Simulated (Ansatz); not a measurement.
Consider the ligand exchange at the Si–C bond: `CNC(N)[SiH3]` + `CC(N)N` → `CC(N)N[SiH3]` + `CNCN`.

Program: Ansatz. Geometries: PBE0-D4/def2-TZVP. ΔE: electronic, gas phase. CCSD(T)/CBS adds triple-zeta CCSD(T) − MP2 to the extrapolated MP2 energy (def2 sets, frozen cores). DFT in def2-TZVPP. B3LYP here is the variant with VWN-RPA as its local correlation; programs differ in this. Each species was taken in one conformer, which may not be the lowest.

```tsv
level	ΔE (kJ/mol)	difference from CCSD(T)/CBS
r2SCAN-D4	-66.8	0.8
PBE0-D4	-64.3	3.3
B3LYP-D4	-69.6	-2.0
ωB97X-V	-69.0	-1.4
ωB97M-V	-68.0	-0.4
B2PLYP	-71.9	-4.3
PBE	-60.0	7.6
r2SCAN	-66.9	0.7
PBE0	-65.1	2.5
B3LYP	-71.3	-3.7
HF/def2-TZVPP	-85.1	-17.5
CCSD(T)/def2-TZVPP	-68.9	-1.3
HF/def2-QZVPP	-85.6	-18.0
SCS-MP2/def2-QZVPP	-73.2	-5.6
MP2/CBS(def2)	-70.1	-2.5
CCSD/CBS(def2)	-70.1	-2.5
CCSD(T)/CBS	-67.6	0
```

Largest T1 diagnostic among the species: 0.011.

In def2-TZVPP, CCSD(T) changes the Hartree–Fock value by +16.3 kJ/mol (the triples alone add +2.5 kJ/mol) and MP2 by +13.7 kJ/mol. From PBE to PBE0 (25 % exact exchange), in def2-TZVPP and without D4, ΔE moves by −5.1 kJ/mol.
